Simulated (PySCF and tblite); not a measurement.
The numbers below are computed, except where a source is named.
4-oxopentanal, C₅H₈O₂, numbered as in [CH3:1][C:2](=[O:3])[CH2:4][CH2:5][CH:6]=[O:7].

First level. Conformers came from 150 starts (ETKDG and KDG, MMFF94s, GFN2-xTB); geometries are PBE0-D3(BJ)/def2-SVP. Energies: B3LYP-D3(BJ)/def2-TZVP (IEF-PCM, chloroform), with GFN2-xTB thermal terms (modes under about 100 cm⁻¹ blended into free rotors). Symmetry numbers and mirror images are counted. Conformers within 3 kcal/mol (GFN2-xTB free energy) were kept, 8 at most. GIAO shieldings: wB97X-D/pcSseg-1 (IEF-PCM, chloroform). Shifts are against TMS (¹H), TMS (¹³C) at the same level. (PySCF 2.14, tblite 0.8.)

It gives, at 298.15 K, with 7 conformers (largest weight 48 %): ¹H: 9.72 (H6, 1H), 2.72 (H5, 2H), 2.49 (H4, 2H), 2.30 (H1, 3H) ppm. ¹³C: 217.2 (C2), 212.0 (C6), 41.6 (C5), 36.7 (C4), 33.1 (C1) ppm.

Second level: PBE0-D3(BJ)/def2-SVP geometries, energies BLYP-D3(BJ)/6-311G**, shieldings WP04/pcSseg-1, on up to 4 of the same conformers.

(1) How do the averaged shifts change?

Shifts are unscaled: against experiment ¹³C can be off by 15 ppm or more and ¹H by 0.8 ppm.

Answers

(1) 
```json
{"signal": "H1", "first": "2.30", "second": "2.17", "change (ppm)": "-0.14"}
{"signal": "H4", "first": "2.49", "second": "2.32", "change (ppm)": "-0.17"}
{"signal": "H5", "first": "2.72", "second": "2.62", "change (ppm)": "-0.10"}
{"signal": "H6", "first": "9.72", "second": "9.40", "change (ppm)": "-0.32"}
{"signal": "C1", "first": "33.1", "second": "31.6", "change (ppm)": "-1.5"}
{"signal": "C2", "first": "217.2", "second": "211.9", "change (ppm)": "-5.3"}
{"signal": "C4", "first": "36.7", "second": "36.9", "change (ppm)": "0.2"}
{"signal": "C5", "first": "41.6", "second": "41.4", "change (ppm)": "-0.2"}
{"signal": "C6", "first": "212.0", "second": "204.3", "change (ppm)": "-7.7"}
```

The largest weight becomes 63 %.
